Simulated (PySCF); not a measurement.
Compound: C5H11NO.
Z-matrix (Å and degrees, PBE0-D3(BJ)/def2-TZVP geometry), rows numbered from 1:
```
C 
C   1  1.5180
C   2  1.5222  1  113.08
N   3  1.4433  2  113.12  1    63.55
C   4  1.3580  3  123.21  2  -109.47
C   5  1.5106  4  114.43  3   177.98
O   5  1.2150  4  122.99  3    -2.16
H   1  1.0919  2  111.29  3  -179.90
H   1  1.0924  2  111.12  3   -59.74
H   1  1.0924  2  110.98  3    59.53
H   2  1.0949  1  110.18  3  -120.97
H   2  1.0969  1  110.00  3   122.48
H   3  1.0948  2  110.21  1  -173.68
H   3  1.0915  2  110.28  1   -54.85
H   4  1.0055  3  118.52  2    66.08
H   6  1.0870  5  108.78  4   179.12
H   6  1.0929  5  110.76  4   -60.85
H   6  1.0927  5  110.85  4    58.92
```

All values: wB97X-D/pcSseg-2 (PySCF, non-relativistic), on one gas-phase PBE0-D3(BJ)/def2-TZVP geometry that isn't relaxed in the solvent. The solvent is an IEF-PCM continuum (van der Waals radii × 1.2). The model holds no explicit solvent molecules, cavitation or dispersion.

Gas phase at wB97X-D/pcSseg-2: HOMO -9.12 eV, LUMO 1.96 eV, dipole 3.80 D.

Problem. What does the continuum do to the energy, the frontier levels and the dipole at wB97X-D/pcSseg-2 in chloroform?

Solution. 
```
   solvent      ε  E(solvent) − E(gas) (kJ/mol)  polarisation term (kJ/mol)  distortion of the solute (kJ/mol)  HOMO (eV)  LUMO (eV)  dipole (D)
chloroform  4.711                        -24.85                      -29.30                               4.45      -9.13       2.26        4.85
```

The polarisation term is half the interaction of the solute with the surface charges that it induces; the rest is the cost of distorting the solute's density. The sum is the electrostatic part of solvation alone.

Problem. Which radius a makes the point-dipole formula ΔE = −[(ε − 1)/(2ε + 1)]·μ²/a³ give the value in chloroform, with the gas-phase dipole?

Solution. μ = 1.496 au and |ΔE| = 0.00947 Eh give a = 2.32 Å; the farthest nucleus lies 3.55 Å from the centroid of the nuclei, so such a sphere wouldn't even hold the nuclei. The formula assumes a rigid point dipole at the centre of a sphere.

wB97X-D is run here without its empirical dispersion term; that term would change no orbital, density or response property at a fixed geometry.
